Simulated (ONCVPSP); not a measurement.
# What the settings do to the ONCV potential of Nb

Base potential:

| Quantity | Value |
| --- | --- |
| Element | niobium |
| Generator | ONCVPSP 4.0.1 |
| Type | optimised norm-conserving Vanderbilt (ONCV) |
| Functional | LDA (Perdew-Wang 92) |
| Relativity | scalar-relativistic |
| Frozen core | [Ar] 3d10 |
| Valence charge | 13 |
| Reference configuration | 4s2 4p6 4d4 5p1 |
| Partial waves | 4s: rc 1.55 bohr, ncon 5, nbas 8, qcut 6.8 1/bohr, 2 projectors, debl 1.3 Ha; 4p+5p: rc 1.80 bohr, ncon 4, nbas 8, qcut 9.6 1/bohr, 2 projectors; 4d: rc 1.85 bohr, ncon 4, nbas 8, qcut 5.4 1/bohr, 1 projector |
| Local potential | polynomial inside 1.20 bohr (lpopt 5, dvloc0 0 Ha) |
| Core correction | Teter function, fcfact 4.75, rcfact 1.45 |

In the s channel the program set the typed energies aside and used -2.194, 0.250 Ha.

All-electron outer shells of the reference configuration (LDA (PZ), scalar-relativistic, ld1.x):

```
shell  level (eV)  outermost node (bohr)  outermost maximum (bohr)
   3d     -197.81                      –                      0.33
   4s      -59.70                   0.53                      1.02
   4p      -35.86                   0.54                      1.12
   4d       -4.34                   0.55                      1.51
   5p       -1.89                   1.62                      4.05
```

Cutoffs, loose and tight: the cutoffs (Ha) at which the residual kinetic energy of the hardest occupied pseudo-wave falls to 1 and 0.1 mHa per electron. They do not see the model core or the augmentation charge, which bear on the density cutoff. Test errors are all-electron minus pseudo excitation energies from the reference, over the configurations 4s2 4p6 4d4 5s1 5p0; 4s2 4p6 4d4 5p0; 4s2 4p6 4d3 5p0; 4s1 4p6 4d4 5s1 5p0. A dash means not determined; rows that change the core or the reference have their own tests.

```csv
change,outcome,"cutoff, loose","cutoff, tight",bound ghosts,GHOST(+) flags above zero,largest test error (meV)
base,"generated, projector energies reset by the program",23 Ha,60 Ha,none,s,-57
"all radii but the core radius scaled by about 1.15 (s 1.78, p 2.06, d 2.12 bohr); local potential polynomial inside 1.38 bohr (lpopt 5, dvloc0 0 Ha)","generated, projector energies reset by the program",23 Ha,29 Ha,none,none,-124
"local potential polynomial inside 1.30 bohr (lpopt 5, dvloc0 6 Ha)","generated, projector energies reset by the program",23 Ha,60 Ha,none,none,-59
p: rc 1.52,"generated, projector energies reset by the program",28 Ha,60 Ha,none,s,-62
s: nbas 9,"generated, projector energies reset by the program",22 Ha,56 Ha,none,s,-65
"core correction Teter function, fcfact 6.6, rcfact 1.45","generated, projector energies reset by the program",23 Ha,60 Ha,none,s,-60
functional PBE,"generated, projector energies reset by the program",23 Ha,60 Ha,none,s,-61
```

Problem. What comes out with this change to the base: core correction none?

Solution. outcome: generated, projector energies reset by the program; cutoff, loose: 23 Ha; cutoff, tight: 60 Ha; bound ghosts: none; GHOST(+) flags above zero: s; largest test error (meV): -39.
